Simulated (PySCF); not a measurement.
ITl, SMILES [I][Tl] (connectivity only; charge and spin as stated), charge +1, multiplicity 2.

Geometry optimised at B3LYP-D3(BJ)/def2-TZVP. The multiplicity is an assumed one; other spin states were not compared. The def2 effective core potentials stand for the cores of I, Tl; spin–orbit coupling is left out.

Method: PySCF with PBE/def2-TZVPD.

Gas-phase values at a fixed geometry.

```
Item                                                                Value
------------------------------------------------  -----------------------
total energy                                           -470.02012 hartree
point group                                                           C∞v
α spin, highest occupied and lowest empty level       -11.62 and -7.58 eV
β spin, highest occupied and lowest empty level      -11.30 and -11.17 eV
dipole moment about the centre of nuclear charge                   2.58 D
⟨S²⟩                                              0.753 (pure state 0.75)
```
